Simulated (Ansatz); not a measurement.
# The atomisation energy (no zero-point term) down a group: F to Br

All atoms of one element are swapped for its congeners: SiH(CH3)F2; SiH(CH3)Cl2 (methyldichlorosilane); SiH(CH3)Br2. All are singlets with charge 0.

Shapes, held fixed at every level: PBE0-D4/def2-TZVP. Programs: Ansatz 0.2.0. Values in eV.

```
               level  SiH(CH3)F2  SiH(CH3)Cl2  SiH(CH3)Br2
   PBE-D4/def2-TZVPP       32.75        28.96        27.74
r2SCAN-D4/def2-TZVPP       32.62        28.92        27.72
 B3LYP-D4/def2-TZVPP       32.44        28.56        27.33
 BHLYP-D4/def2-TZVPP       31.67        28.13        26.94
      MP2/def2-TZVPP       32.58        28.50        27.31
     CCSD/def2-TZVPP       31.54        27.65        26.49
  CCSD(T)/def2-TZVPP       31.90        28.02        26.87
```

At CCSD(T)/def2-TZVPP the atomisation energy falls at every step, from 31.90 to 26.87 eV. Every level shows the same order. Relativity is left out for Br unless named. Correlated rows may include outer-core shells of Br, which these sets cover unevenly. Spin-orbit coupling, which grows down the group, is left out (summed over each molecule's free atoms 0.06, 0.10, 0.33 eV).
